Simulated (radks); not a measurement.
Q: These are the eigenvalues of the occupied orbitals of an atom or ion with whole-number occupations (Ry). Method: Dirac Kohn-Sham, RPBE, spin-unpolarised, spherical densities, point nucleus; computed with a radial shooting solver on a logarithmic mesh with Libxc functionals.

| orbital | eigenvalue |
|---|---|
| 1s1/2 | -5422.743 |
| 2s1/2 | -944.1719 |
| 2p1/2 | -903.7803 |
| 2p3/2 | -791.2310 |
| 3s1/2 | -220.1331 |
| 3p1/2 | -202.1111 |
| 3p3/2 | -177.5656 |
| 3d3/2 | -147.4714 |
| 3d5/2 | -142.1557 |
| 4s1/2 | -46.89745 |
| 4p1/2 | -39.34072 |
| 4p3/2 | -33.57737 |
| 4d3/2 | -21.20212 |
| 4d5/2 | -20.13469 |
| 5s1/2 | -7.27140 |
| 5p1/2 | -4.94922 |
| 4f5/2 | -4.47740 |
| 4f7/2 | -4.27131 |
| 5p3/2 | -4.05490 |
| 5d3/2 | -1.06739 |
| 5d5/2 | -0.98788 |
| 6s1/2 | -0.95063 |

Which element is it, and in what charge state? The configuration may be excited. Open shells, if any, fill j = l - 1/2 first.

A: Z = 76, osmium, charge +1: Os+ in [Xe] 4f14 5d6 6s1. The list shows which subshells hold electrons but not how many an open one holds; the 1s level, -2711.4 hartree, gives Z - s = 73.6 by -(Z - s)^2/2, which with screening and relativity narrows Z to a few neighbours, and the depths of the outer levels then fix element, charge and occupations together.
